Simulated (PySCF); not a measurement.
Zr(H)3(OSiH3) (H6OSiZr), SMILES [SiH3][O][ZrH3], multiplicity 1. Atoms are numbered in the order given.

```xyz
9

Zr     0.0000     0.0000     1.1221
H      1.5494    -0.8946     1.6585
H      0.0000     1.7891     1.6585
H     -1.5494    -0.8946     1.6585
O      0.0000     0.0000    -0.7841
Si     0.0000     0.0000    -2.4787
H      0.0000    -1.4211    -2.9616
H      1.2307     0.7105    -2.9616
H     -1.2307     0.7105    -2.9616
```

Coordinates come from a PBE-D3(BJ)/def2-SVP optimisation. The spin state was assumed, not searched. The structure was generated by enumeration; whether it is a known compound was not checked. The def2 effective core potentials stand for the cores of Zr; spin–orbit coupling is left out.

The numbers are results of PBE-D3(BJ)/def2-SVP run with PySCF, not measurements.

Frequencies are harmonic and unscaled.

Modes within 1.5 cm⁻¹ of each other (mostly degenerate sets) share a row, with their intensities summed.

Computed vibrational spectrum:
```
mode   ν (cm⁻¹)  IR (km/mol)  moving atoms (share of kinetic energy)
-----  --------  -----------  --------------------------------------
1            50          0.0                                 H 100 %
2–3          80          1.3                          O 69 %, H 22 %
4           386          5.6                Si 50 %, Zr 22 %, H 22 %
5–6         399         48.3                           H 88 %, O 8 %
7           548        175.0                          H 83 %, Zr 9 %
8–9         622        168.1                                  H 99 %
10–11       694         88.1                          H 84 %, Si 9 %
12–13       912        118.3                                  H 96 %
14          922        904.5                 H 67 %, Si 19 %, O 14 %
15         1006        293.3                          O 69 %, H 25 %
16–17      1628        984.2                                  H 98 %
18         1666        156.8                                 H 100 %
19         2180         75.7                                  H 99 %
20–21      2191        214.5                                  H 96 %
```
